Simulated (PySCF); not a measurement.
Species: C4H16B2N2.
Numbering: `[CH3:1][C:2]([CH3:3])([CH3:4])[NH+:5]1[BH2-:6][NH2+:7][BH2-:8]1` (hydrogens: H9, H10, H11 on C1; H12, H13, H14 on C3; H15, H16, H17 on C4; H18 on N5; H19, H20 on B6; H21, H22 on N7; H23, H24 on B8)

Method used: TDDFT CAM-B3LYP/def2-SVPD, vertical, gas phase, core orbitals frozen in the response (PySCF). One conformer (not necessarily the lowest) at the PBE0-D3(BJ)/def2-SVP geometry, without solvent, vibrations or thermal averaging. Torsions of this conformer, `[CH3:1][C:2]([CH3:3])([CH3:4])[NH+:5]1[BH2-:6][NH2+:7][BH2-:8]1`: C1–C2–N5–B6 -174°.

Computed states:

```json
{"state": "S1", "E (eV)": "7.27", "f": "0.0008"}
{"state": "S2", "E (eV)": "7.58", "f": "0.0008"}
{"state": "S3", "E (eV)": "7.59", "f": "0.038"}
{"state": "S4", "E (eV)": "7.84", "f": "0.0008"}
{"state": "S5", "E (eV)": "8.07", "f": "0.016"}
{"state": "S6", "E (eV)": "8.20", "f": "0.0001"}
{"state": "S7", "E (eV)": "8.36", "f": "0.013"}
{"state": "S8", "E (eV)": "8.40", "f": "0.0068"}
{"state": "S9", "E (eV)": "8.72", "f": "0.0052"}
{"state": "S10", "E (eV)": "8.76", "f": "0.022"}
```

Broadening: Gaussians 0.3 eV wide at half height, area fixed by f = 4.319×10⁻⁹ ∫ε dν̃. The width is an assumption, not a result. The curve ends short of the highest state used, and states not computed would add to its high-energy end.

(1) What does the envelope look like, and where are its maxima?

(2) Coming from long wavelengths, where does ε first pass 100 L mol⁻¹ cm⁻¹?

Answers

(1) 
(E (eV), ε (L mol⁻¹ cm⁻¹)): (6.82, 0), (6.86, 0), (6.91, 1), (6.96, 4), (7.00, 7), (7.05, 16), (7.10, 30), (7.14, 47), (7.19, 80), (7.23, 126), (7.28, 239), (7.33, 477), (7.37, 806), (7.42, 1421), (7.47, 2203), (7.51, 2819), (7.56, 3355), (7.60, 3459), (7.65, 3141), (7.70, 2468), (7.74, 1858), (7.79, 1223), (7.84, 867), (7.88, 802), (7.93, 936), (7.97, 1138), (8.02, 1391), (8.07, 1545), (8.11, 1579), (8.16, 1562)

Maxima: 163 nm (7.59 eV), ε about 3500, made up of S3 (98%); 153 nm (8.11 eV), ε about 1600, made up of S5 (84%) and S7 (12%) (ε in L mol⁻¹ cm⁻¹; maxima over ε = 5, shares over 10%).

(2) At about 172 nm (7.21 eV), 0.06 eV below S1.

All these states lie below the vertical ionisation energy of 9.77 eV (ΔSCF).
